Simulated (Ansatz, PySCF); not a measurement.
Input for PySCF:
```python
from pyscf import gto, scf

mol = gto.Mole()
mol.atom = '''
    Zr   -0.327492    0.364466   -0.052219
    Cl    1.582164    1.384855   -0.783012
    Cl    0.419074   -0.999974    1.748496
    Cl   -0.122131   -1.861194   -0.868246
    O    -2.010622    1.102674    0.052934
    H    -2.760144    1.697322    0.012243
'''
mol.basis = 'def2-svp'
mol.ecp = {'Zr': 'def2-svp'}
mol.charge = 0
mol.spin = 2
mol.verbose = 4
mol.build()

mf = scf.UHF(mol)
mf.kernel()
```

Write the same job for Ansatz (a first-principles code).

One answer among several that fit: 
Ansatz 0.2 input:
```yaml
crystal:
  periodic: [false, false, false]
  atoms:
    - {symbol: Zr, position_ang: [-0.32749238, 0.36446577, -0.05221936]}
    - {symbol: Cl, position_ang: [1.58216371, 1.38485456, -0.78301165]}
    - {symbol: Cl, position_ang: [0.41907404, -0.99997449, 1.74849642]}
    - {symbol: Cl, position_ang: [-0.12213121, -1.86119446, -0.86824588]}
    - {symbol: O, position_ang: [-2.01062156, 1.10267398, 0.05293379]}
    - {symbol: H, position_ang: [-2.76014362, 1.69732219, 0.01224287]}
basis:
  gaussian:
    orbitals: def2-SVP
hamiltonian:
  xc: hf
magnetization: {spin_polarized: true, initial_magnetization: 2}
accuracy: high
```

Both were run: PySCF gave -1500.135580 Eh and Ansatz -1500.135580 Eh, 0.000 mEh apart.
